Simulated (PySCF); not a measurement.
SrCl2, SMILES [Cl][Sr][Cl]. The structure is a stationary point at PBE0-D3(BJ)/def2-TZVP. The isomer is the one that the SMILES or the coordinates give; other isomers of the formula were not compared. The def2 effective core potentials stand for the cores of Sr; spin–orbit coupling is left out.

Computed equilibrium geometry at PBE0-D3(BJ)/def2-TZVP (PySCF confirms it by a frequency run) as Cartesian coordinates in Å, and its point group:
point group C2v.
```xyz
3

Sr     0.0000     0.0000     0.3808
Cl     0.0000     2.4729    -0.4256
Cl     0.0000    -2.4729    -0.4256
```
Charge 0, spin multiplicity 1.
